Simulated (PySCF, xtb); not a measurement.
C2H9NOSi2, SMILES N(/[SiH2]C)=C/[SiH2]O.

GFN2-xTB in xtb at its own geometry gives an orbital gap of 2.00 eV and a dipole moment of 0.73 D.

Geometry: B3LYP-D3(BJ)/def2-SVP. The structure was generated by enumeration; whether it is a known compound was not checked. One conformer was computed; it need not be the lowest.

### Question
What does HF/def2-TZVP (PySCF) give? (Estimate from the structure and the level; the computed values follow.)

### Answer
gap 12.13 eV (levels -9.75 and 2.38 eV), dipole 0.87 D.
